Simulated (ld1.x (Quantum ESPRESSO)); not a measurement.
# u(r) = r·R(r): atom against pseudo-atom (lithium (Li))

Columns: radius, all-electron u(r) and pseudo u(r) of the 2p shell (level -1.13 eV) of lithium in the configuration [He] 2s1 2p0; LDA (PZ), scalar-relativistic, TM semilocal scheme, ld1.x (Quantum ESPRESSO) 7.5.

```csv
r (bohr),all-electron,pseudo
0.210,0.0157,0.0065
0.420,0.0490,0.0254
0.630,0.0887,0.0552
0.840,0.1297,0.0936
1.050,0.1696,0.1378
1.260,0.2074,0.1843
1.470,0.2425,0.2302
1.680,0.2749,0.2727
1.890,0.3044,0.3099
2.100,0.3309,0.3409
2.310,0.3542,0.3657
2.520,0.3744,0.3848
2.730,0.3912,0.3993
2.940,0.4048,0.4101
3.150,0.4154,0.4183
3.360,0.4230,0.4242
3.570,0.4279,0.4283
3.780,0.4303,0.4303
3.990,0.4303,0.4303
4.200,0.4283,0.4283
4.410,0.4245,0.4245
4.620,0.4189,0.4189
4.830,0.4120,0.4120
5.040,0.4038,0.4038
5.250,0.3946,0.3946
5.460,0.3845,0.3845
```

(1) How many radial nodes do the two functions have?

(2) At about which radius was the pseudo-wave matched?

(3) Where does each function peak?

(4) Is the pseudo-wave norm-conserving?

Answers

(1) The all-electron 2p function has n − l − 1 = 0; the pseudo-wave has 0.

(2) 4.20 bohr. The columns agree to 0.0005 from 3.57 bohr on; several derivatives are matched, so the curves merge somewhat inside the radius.

(3) Outermost all-electron maximum near 3.78 bohr, pseudo maximum near 3.78 bohr (to the table’s step).

(4) Yes: the TM semilocal scheme keeps the norm inside the radius equal to the all-electron one, which fixes the energy derivative of the logarithmic derivative at the level.
